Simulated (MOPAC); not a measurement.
A run for MOPAC: AM1 on H4Si2 (SMILES [SiH][SiH3]), a point of a bond scan (R = 3.425 Å).

```
AM1 1SCF PRECISE CHARGE=0 THREADS=1
H4Si2

Si    -0.00338560 1     1.03723858 1     0.82594973 1
H     -0.44386711 1     1.86151131 1    -0.37737098 1
Si     0.02918721 1    -0.89103927 1    -0.59790228 1
H      2.21479480 1    -0.36092260 1    -3.18146758 1
H     -1.32621922 1    -1.10029411 1    -1.17841082 1
H      0.42941234 1    -2.14745382 1     0.08430899 1
```

It printed:

```
*******************************************************************************
 **                                                                           **
 **                              MOPAC v23.2.5                                **
 **                                                                           **
 *******************************************************************************
 ** MOPAC's Digital Object Identifier: https://doi.org/10.5281/zenodo.6511958 **
 **                                                                           **
 ** Please cite the open-source release paper for use of this MOPAC version:  **
 ** J. E. Moussa and J. J. P. Stewart (2026)                                  **
 ** MOPAC: An open-source semiempirical molecular orbital program             **
 ** J. Open Source Softw., 11(119), 8025, https://doi.org/10.21105/joss.08025 **
 *******************************************************************************

                              AM1 CALCULATION RESULTS

 *******************************************************************************
 *  AM1        - The AM1 Hamiltonian to be used
 *
 *
 *
 *                 CHARGE ON SYSTEM = 0
 *
 *
 *
 *  PRECISE    - TIGHTER CRITERIA TO BE USED
 *  1SCF       - DO 1 SCF AND THEN STOP
 *  THREADS=1  - MULTI-THREADING NOT USED
 *  T=         - A TIME OF 172800.0 SECONDS REQUESTED
 *  DUMP=N     - RESTART FILE WRITTEN EVERY 7200.0 SECONDS REQUESTED
 *******************************************************************************
AM1 1SCF PRECISE CHARGE=0 THREADS=1
 H4Si2

   ATOM   CHEMICAL          X               Y               Z
  NUMBER   SYMBOL      (ANGSTROMS)     (ANGSTROMS)     (ANGSTROMS)

     1      Si         -0.00338560  *   1.03723858  *   0.82594973  *
     2       H         -0.44386711  *   1.86151131  *  -0.37737098  *
     3      Si          0.02918721  *  -0.89103927  *  -0.59790228  *
     4       H          2.21479480  *  -0.36092260  *  -3.18146758  *
     5       H         -1.32621922  *  -1.10029411  *  -1.17841082  *
     6       H          0.42941234  *  -2.14745382  *   0.08430899  *



          CARTESIAN COORDINATES

    NO.       ATOM           X           Y           Z

     1        Si         -0.0034      1.0372      0.8259
     2         H         -0.4439      1.8615     -0.3774
     3        Si          0.0292     -0.8910     -0.5979
     4         H          2.2148     -0.3609     -3.1815
     5         H         -1.3262     -1.1003     -1.1784
     6         H          0.4294     -2.1475      0.0843

  H: (AM1): M.J.S. DEWAR ET AL, J. AM. CHEM. SOC. 107 3902-3909 (1985)
 Si: (AM1): M.J.S.DEWAR, C. JIE, ORGANOMETALLICS, 6, 1486-1490 (1987).

           Empirical Formula: H4 Si2  =     6 atoms



      MOLECULAR POINT GROUP   :   C1


      RHF CALCULATION, NO. OF DOUBLY OCCUPIED LEVELS = 6


 -------------------------------------------------------------------------------
 AM1 1SCF PRECISE CHARGE=0 THREADS=1
 H4Si2



     1SCF WAS SPECIFIED, SO BFGS WAS NOT USED
     SCF FIELD WAS ACHIEVED


                              AM1 CALCULATION
                                                       MOPAC v23.2.5 Linux




          FINAL HEAT OF FORMATION =        206.60949 KCAL/MOL =     864.45410 KJ/MOL


          COSMO AREA              =        129.38 SQUARE ANGSTROMS
          COSMO VOLUME            =        117.61 CUBIC ANGSTROMS

          IONIZATION POTENTIAL    =          7.577071 EV
          HOMO LUMO ENERGIES (EV) =         -7.577 -2.668
          NO. OF FILLED LEVELS    =          6
          MOLECULAR WEIGHT        =         60.2026         POINT GROUP:  C1

          MOLECULAR DIMENSIONS (Angstroms)

            Atom       Atom       Distance
            H     4   Si     1     4.78901
            H     6    H     2     3.95409
            H     4    H     5     2.49006


          SCF CALCULATIONS        =          1





   ATOM   CHEMICAL          X               Y               Z
  NUMBER   SYMBOL      (ANGSTROMS)     (ANGSTROMS)     (ANGSTROMS)

     1      Si         -0.00338560  *   1.03723858  *   0.82594973  *
     2       H         -0.44386711  *   1.86151131  *  -0.37737098  *
     3      Si          0.02918721  *  -0.89103927  *  -0.59790228  *
     4       H          2.21479480  *  -0.36092260  *  -3.18146758  *
     5       H         -1.32621922  *  -1.10029411  *  -1.17841082  *
     6       H          0.42941234  *  -2.14745382  *   0.08430899  *

                             CARTESIAN COORDINATES

   1   Si       -0.003385600     1.037238580     0.825949730
   2    H       -0.443867110     1.861511310    -0.377370980
   3   Si        0.029187210    -0.891039270    -0.597902280
   4    H        2.214794800    -0.360922600    -3.181467580
   5    H       -1.326219220    -1.100294110    -1.178410820
   6    H        0.429412340    -2.147453820     0.084308990


           Empirical Formula: H4 Si2  =     6 atoms



      MOLECULAR POINT GROUP   :   C1


                  EIGENVALUES
 -14.51728 -13.68817 -12.03614 -10.17421  -8.33708  -7.57707  -2.66816  -1.44690
  -0.40317   1.65925   1.78300   2.34183


              NET ATOMIC CHARGES AND DIPOLE CONTRIBUTIONS

  ATOM NO.   TYPE          CHARGE      No. of ELECS.   s-Pop       p-Pop
    1         Si           0.546520        3.4535     1.61395     1.83953
    2          H          -0.269778        1.2698     1.26978
    3         Si          -0.123500        4.1235     1.03255     3.09095
    4          H           0.031504        0.9685     0.96850
    5          H          -0.094542        1.0945     1.09454
    6          H          -0.090205        1.0902     1.09021
 DIPOLE           X         Y         Z       TOTAL
 POINT-CHG.     1.300     2.215     3.029     3.971
 HYBRID        -0.998    -1.359    -3.647     4.018
 SUM            0.302     0.856    -0.618     1.098


          ATOMIC ORBITAL ELECTRON POPULATIONS

     Atom    s        px        py        pz
    1 Si   1.61395   0.11426   0.67577   1.04950
    2  H   1.26978
    3 Si   1.03255   0.95930   1.11990   1.01175
    4  H   0.96850
    5  H   1.09454
    6  H   1.09021

 **********************
 *                    *
 * JOB ENDED NORMALLY *
 *                    *
 **********************




 == MOPAC DONE ==
```

The run finished.

Cost: about 0.020 core-seconds (a rough figure).
